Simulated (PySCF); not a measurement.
Os (osmium, neutral) across methods

[Xe] 4f14 5d6 6s2, high-spin 5D determinant. Calculation: PySCF 2.14, in aug-cc-pVTZ-PP with ECP60MDF (6s6p5d3f2g, 88 functions); scalar relativity through the core potential. The B2PLYP total includes its PT2 part (frozen core); its orbital energies are those of the SCF part.

| method | E (hartree) | mean ε 6s α (eV) | mean ε 6s β (eV) | mean ε 5d β (eV) | Σ⟨r²⟩ (bohr²) | ⟨S²⟩ |
| --- | --- | --- | --- | --- | --- | --- |
| LDA | -90.6190 | -6.807 | -5.613 | -5.064 | 56.54 | 6.009 |
| r2SCAN | -90.8288 | -6.546 | -5.185 | -4.979 | 56.03 | 6.021 |
| PBE0 | -90.7766 | -7.296 | -5.878 | -6.360 | 56.58 | 6.012 |
| B97-3 | -90.8012 | -7.235 | -5.843 | -6.417 | 56.74 | 6.012 |
| PBEsol | -90.6799 | -6.644 | -5.286 | -4.976 | 56.43 | 6.011 |
| PBE | -90.8183 | -6.579 | -5.246 | -5.058 | 56.55 | 6.010 |
| B2PLYP | -90.5888 | -7.793 | -6.381 | -7.457 | 57.09 | 6.014 |
| CAM-B3LYP | -90.7361 | -8.313 | -7.159 | -7.695 | 56.62 | 6.009 |
| UHF | -90.07103 | -8.868 | -6.753 | -9.318 | 58.14 | 6.032 |

Energies and moments cover only the electrons outside the core potential. Spin-orbit coupling, absent here, splits the open shell strongly.
